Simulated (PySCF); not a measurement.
Isomers of CH7B2N. The calculation used PBE0-D3(BJ)/def2-SVP geometry optimisation, gas phase (PySCF). One conformer each; no zero-point energy, no entropy. No frequencies were run at this level. Point groups hold within 0.08 Å.

Task: Rank from lowest to highest electronic energy at this level (kcal/mol).
A. `[BH2:1][NH:2][BH:3][CH3:4]` with B1–N2–B3–C4 -179°
B. `[BH2:1][CH2:2][BH:3][NH2:4]` with H–B1–C2–B3 -96° and 80°, B1–C2–B3–N4 94°
C. `BN(B)C`

Result: A (0.0), C (21.0), B (22.2).

Neighbours under 2.5 kcal/mol apart (BN(B)C and BCBN) can change places with a better method, another conformer or zero-point energy.

| SMILES | E (Eh) | E rel (kcal/mol) | dipole (D) | point group | A, B, C (MHz) |
| --- | --- | --- | --- | --- | --- |
| BNBC | -146.53995 | 0.0 | 1.71 | – | 34954, 3847, 3540 |
| BN(B)C | -146.50651 | 21.0 | 1.57 | near Cs | 10061, 9062, 4915 |
| BCBN | -146.50452 | 22.2 | 2.37 | C1 | 16808, 4659, 4386 |

Task: As an exercise, what shares would exp(−E/RT) give at 2000 K from these electronic energies alone (no entropy, no degeneracies)?

Result: RT = 3.974 kcal/mol: BNBC 99.1 %, BN(B)C 0.5 %, BCBN 0.4 %.
